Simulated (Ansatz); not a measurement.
`CSB(O)Cl`. Charge 0, multiplicity 1. All single points use the PBE0-D4/def2-TZVP geometry. It is one conformer, not always the lowest.

```xyz
9

C     0.828    0.922   -0.922
S     1.035    0.399    0.799
B    -0.390   -0.660    1.018
O    -1.274   -0.879    0.018
Cl   -0.612   -1.424    2.603
H     1.660    1.587   -1.149
H     0.855    0.064   -1.590
H    -0.111    1.458   -1.050
H    -1.991   -1.467    0.273
```

Task: What is the dipole moment at r2SCAN/def2-TZVPP? (An estimate is asked.)

Result: Computed: 2.17 D, with components (-1.05, 0.01, -1.90) D in this frame, pointing from negative to positive charge.

Task: And with PBE, B3LYP, ωB97M-V? (An estimate is asked.)

Result: Ansatz gave: PBE 2.07 D, B3LYP 2.05 D, ωB97M-V 2.05 D.

Task: Give the Mulliken charges with r2SCAN, ωB97M-V, PBE in def2-TZVPP. (Estimate.)

Result: The calculation gave: 
```csv
atom,r2SCAN,ωB97M-V,PBE
C1,-0.13,-0.34,-0.25
S2,-0.13,-0.08,-0.13
B3,0.28,0.21,0.22
O4,-0.31,-0.26,-0.23
Cl5,-0.19,-0.15,-0.17
H6,0.09,0.14,0.12
H7,0.09,0.15,0.13
H8,0.09,0.15,0.13
H9,0.21,0.19,0.20
```

B3LYP here is the variant with VWN-RPA as its local correlation; programs differ in this.
